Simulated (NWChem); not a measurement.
System: HSeOCl; SMILES O[Se]Cl

NWChem input:

```
start job
memory heap 200 mb stack 900 mb global 1100 mb
geometry units angstroms noautoz
  Se     0.391654     0.479011    -0.003712
  Cl    -0.169034    -1.638217     0.005108
  O     -1.195248     1.278721     0.083455
  H     -1.546577     1.331687    -0.816913
end
basis spherical
  * library def2-svpd
end
dft
  xc pbe0
  iterations 150
end
tddft
  cis
  nroots 6
  notriplet
end
task tddft energy
```

Excerpt of the output:

```
             Northwest Computational Chemistry Package (NWChem) 7.3.0
             --------------------------------------------------------

 C1  symmetry detected

                             Geometry "geometry" -> ""
                             -------------------------

 Output coordinates in angstroms (scale by  1.889725989 to convert to a.u.)

  No.       Tag          Charge          X              Y              Z
 ---- ---------------- ---------- -------------- -------------- --------------
    1 Se                  34.0000     0.41258651     0.47058132     0.00407876
    2 Cl                  17.0000    -0.19200776    -1.63454437     0.00792700
    3 O                    8.0000    -1.15835069     1.30315706     0.07015521
    4 H                    1.0000    -1.49700384     1.36223293    -0.83467852

 Effective nuclear repulsion energy (a.u.)     258.7884596954

                                 NWChem DFT Module
                                 -----------------

 Summary of "ao basis" -> "ao basis" (spherical)
 ------------------------------------------------------------------------------
       Tag                 Description            Shells   Functions and Types
 ---------------- ------------------------------  ------  ---------------------
 Se                        def2-svpd                15       41   6s5p4d
 Cl                        def2-svpd                11       27   5s4p2d
 O                         def2-svpd                 9       23   4s3p2d
 H                         def2-svpd                 4        8   2s2p

            General Information
            -------------------
          SCF calculation type: DFT
          Wavefunction type:  closed shell.
          No. of atoms     :     4
          No. of electrons :    60
           Alpha electrons :    30
            Beta electrons :    30
          Charge           :     0
          Spin multiplicity:     1
          Use of symmetry is: off; symmetry adaption is: off
          Maximum number of iterations: 150
          AO basis - number of functions:    99
                     number of shells:    39
          Convergence on energy requested:  1.00D-06
          Convergence on density requested:  1.00D-05
          Convergence on gradient requested:  5.00D-04

[...]

                                NWChem TDDFT Module
                                -------------------

            General Information
            -------------------
           No. of orbitals :     198
            Alpha orbitals :      99
             Beta orbitals :      99
        Alpha frozen cores :       0
         Beta frozen cores :       0
     Alpha frozen virtuals :       0
      Beta frozen virtuals :       0
         Spin multiplicity :       1
    Number of AO functions :      99
        Use of symmetry is : off
      Symmetry adaption is : off
         Schwarz screening :  0.10D-07

              XC Information
              --------------
                  PBE0 Method XC Functional
              Hartree-Fock (Exact) Exchange   0.25
   PerdewBurkeErnzerhof Exchange Functional   0.75
     Perdew 1991 LDA Correlation Functional   1.00 local
    PerdewBurkeErnz. Correlation Functional   1.00 non-local

             TDDFT Information
             -----------------
          Calculation type : Tamm-Dancoff TDDFT
         Wavefunction type : Restricted singlets
          No. of electrons :      60
           Alpha electrons :      30
            Beta electrons :      30
              No. of roots :       6
          Max subspacesize :    5200
            Max iterations :     100
               Target root :       1
           Target symmetry : none
      Symmetry restriction : off
                 Algorithm : Optimal
        Davidson threshold :  0.10D-03

    6 smallest eigenvalue differences (eV)
--------------------------------------------------------
  No. Spin  Occ  Vir  Irrep   E(Occ)    E(Vir)   E(Diff)
--------------------------------------------------------
    1    1   30   31 a        -0.257    -0.087     4.613
    2    1   30   32 a        -0.257    -0.057     5.437
    3    1   29   31 a        -0.351    -0.087     7.172
    4    1   30   33 a        -0.257     0.012     7.300
    5    1   28   31 a        -0.363    -0.087     7.508
    6    1   27   31 a        -0.371    -0.087     7.725
--------------------------------------------------------

  Entering Davidson iterations
  Restricted singlet excited states

  Iter   NTrls   NConv    DeltaV     DeltaE      Time
  ----  ------  ------  ---------  ---------  ---------
    1      6       0     0.18E+00   0.10+100       20.5
    2     12       0     0.55E-01   0.57E-01       19.5
    3     18       0     0.20E-01   0.59E-02       21.0
    4     24       0     0.58E-02   0.44E-03       23.3
    5     30       2     0.15E-02   0.38E-04       24.8
    6     34       4     0.53E-03   0.28E-05       19.4
    7     36       5     0.18E-03   0.46E-06       14.6
    8     37       6     0.45E-04   0.30E-07       18.2
  ----  ------  ------  ---------  ---------  ---------
  Convergence criterion met

  Ground state a       -2936.566431598422 a.u.

  ----------------------------------------------------------------------------
  Root   1 singlet a              0.111784544 a.u.                3.0418 eV
  ----------------------------------------------------------------------------
     Transition Moments    X  0.00094   Y -0.02026   Z  0.07972
     Dipole Oscillator Strength                    0.0005042605
     Electric Quadrupole                           0.0000000024
     Magnetic Dipole                               0.0000004168
     Total Oscillator Strength                     0.0005046798

[...]
```

Level: PBE0/def2-SVPD, TDA. All runs use the structure optimised with PBE0/def2-SVP.
